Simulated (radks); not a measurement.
Species: In8+. Configuration: [Kr] 4d5 (the NIST ground configuration). All-electron calculation, scalar-relativistic Kohn-Sham, SCAN, spin-polarised, spherical densities, finite nucleus; open shells are filled with parallel spins first (spin-orbit coupling, left out, can overturn this in heavy ions); meta-GGA in the generalised Kohn-Sham scheme; Fermi nuclear charge, rms radius 4.6156 fm. Program: a radial shooting solver on a logarithmic mesh with Libxc functionals.

Normalised radial functions P(r) = r R(r), r in bohr:

r         4p down
0.001021   0.0010
0.001319   0.0016
0.001703   0.0025
0.0022     0.0039
0.002842   0.0061
0.003672   0.0095
0.004743   0.0150
0.006127   0.0234
0.007914   0.0364
0.01022    0.0559
0.01321    0.0846
0.01706    0.1256
0.02204    0.1813
0.02846    0.2521
0.03677    0.3333
0.0475     0.4101
0.06135    0.4544
0.07925    0.4249
0.1024     0.2786
0.1322     0.0008
0.1708    -0.3542
0.2207    -0.6377
0.285     -0.6554
0.3682    -0.2885
0.4756     0.3673
0.6144     0.9904
0.7936     1.2428
1.025      1.0396
1.324      0.6062
1.711      0.2388
2.21       0.0589
2.854      0.0081

4p down: eigenvalue -207.09 eV, 2 radial nodes at r = 0.132, 0.416 bohr, <r> = 0.873 bohr, 90 % of the charge inside 1.27 bohr.

Empty levels of this run are not shown, since the potential may be unsettled where no density lies.
